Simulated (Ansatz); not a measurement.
`[CH3][SbH2]` + H₂O → `[OH][SbH2]` + CH₄ at 400 K and 1 bar (formal hydrolysis of the Sb–C bond).

Gas-phase electronic energies from Ansatz, PBE0-D4/def2-TZVP geometries. CCSD(T)/CBS adds triple-zeta CCSD(T) − MP2 to the extrapolated MP2 energy (def2 sets, frozen cores). This one scheme is used for every species. def2 core potentials past Kr. For Sb outer-core shells are correlated without core-valence functions, which leaves a few kJ/mol of doubt a bond.

```
      species  CCSD(T)/CBS energy (Eh)  H − E (kJ/mol)  S (J/(mol·K))
`[CH3][SbH2]`               -281.05548           151.3          304.9
          H₂O                -76.37941            69.8          198.6
 `[OH][SbH2]`               -316.98030            89.2          295.3
          CH₄                -40.46206           131.3          197.2
```

H − E and S are ideal-gas, rigid-rotor, harmonic terms from PBE0-D4/def2-TZVP. 1 Eh = 2625.50 kJ/mol, R = 8.31446 J/(mol·K).

Problem. By hand: ΔE, ΔH, ΔS and ΔG.

Solution. ΔE = (-316.98030) + (-40.46206) − (-281.05548) − (-76.37941) = -0.00747 Eh = -19.6 kJ/mol. Δ(H − E) = 89.2 + 131.3 − 151.3 − 69.8 = -0.6, so ΔH = -20.2 kJ/mol. ΔS = 295.3 + 197.2 − 304.9 − 198.6 = -11.0 J/(mol·K). ΔG = -20.2 − 400 × (-11.0)/1000 = -15.8 kJ/mol.

Problem. By hand: the equilibrium constant, and the temperature at which ΔG would vanish if ΔH and ΔS stayed fixed.

Solution. log₁₀ K = −ΔG/(RT ln 10) = 2.1. ΔG = 0 at ΔH/ΔS = 1836 K, though so small a ΔS makes that figure unsure.

The number of gas molecules stays the same, so ΔS is small and ΔH decides. A doubt of 5 kJ/mol in ΔE shifts log₁₀ K by 0.7 here. These are equilibria of isolated gas molecules and say nothing of rates. Largest T1 diagnostic: 0.014 (customary marks: 0.02 for closed shells, 0.045 for open ones).
